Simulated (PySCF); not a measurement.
## Continuum solvent and chemical shifts

Mapped SMILES: `[O:1]=[CH:2][O:3][c:4]1[cH:5][cH:6][cH:7][cH:8][n:9]1`; H(Xn) means a hydrogen on atom n.

GIAO PBE0/pcSseg-1 in PySCF 2.14.0 with density-fitted response routines on one PBE0-D3(BJ)/def2-SVP conformer, non-relativistic, equivalent nuclei averaged. Solvents enter as an IEF-PCM continuum (cyclohexane with ε = 2.0, water with ε = 78.4) around the gas-phase geometry. Shifts are referred to TMS computed in the same medium.

Gas phase, δ in ppm: C4 163.0, C2 161.8, C8 154.0, C6 144.8, C7 127.0, C5 119.6, H(C5) 8.74, H(C8) 8.53, H(C2) 8.16, H(C6) 7.84, H(C7) 7.17. Dipole moment 1.74 D.

Problem. How does each δ change in the continuum?

Solution. 
```json
{"atoms": "C4", "environment": "aromatic carbon bearing oxygen", "Δδ, cyclohexane": "+0.3", "Δδ, water": "+0.9"}
{"atoms": "C2", "environment": "ester carbonyl carbon", "Δδ, cyclohexane": "+1.6", "Δδ, water": "+4.1"}
{"atoms": "C8", "environment": "aromatic CH next to a ring nitrogen", "Δδ, cyclohexane": "+0.6", "Δδ, water": "+1.5"}
{"atoms": "C6", "environment": "aromatic CH", "Δδ, cyclohexane": "+1.5", "Δδ, water": "+4.1"}
{"atoms": "C7", "environment": "aromatic CH", "Δδ, cyclohexane": "+1.2", "Δδ, water": "+3.4"}
{"atoms": "C5", "environment": "aromatic CH", "Δδ, cyclohexane": "+0.6", "Δδ, water": "+1.6"}
{"atoms": "H(C5)", "environment": "hydrogen on an aromatic CH", "Δδ, cyclohexane": "+0.01", "Δδ, water": "+0.04"}
{"atoms": "H(C8)", "environment": "hydrogen on an aromatic CH next to a ring nitrogen", "Δδ, cyclohexane": "+0.03", "Δδ, water": "+0.08"}
{"atoms": "H(C2)", "environment": "hydrogen on an ester carbonyl carbon", "Δδ, cyclohexane": "+0.06", "Δδ, water": "+0.14"}
{"atoms": "H(C6)", "environment": "hydrogen on an aromatic CH", "Δδ, cyclohexane": "+0.15", "Δδ, water": "+0.41"}
{"atoms": "H(C7)", "environment": "hydrogen on an aromatic CH", "Δδ, cyclohexane": "+0.16", "Δδ, water": "+0.43"}
```

Changes are relative to the gas phase. The dipole moment becomes 1.96 D in cyclohexane, 2.35 D in water.

Problem. Which nuclei move most (in ppm), and what does the model miss?

Solution. C2 (ester carbonyl carbon, +4.1 ppm) and C6 (aromatic CH, +4.1 ppm) in water. A continuum only polarises the solute; specific hydrogen bonds, the anisotropy of aromatic solvents and changes of geometry or conformer are outside it.
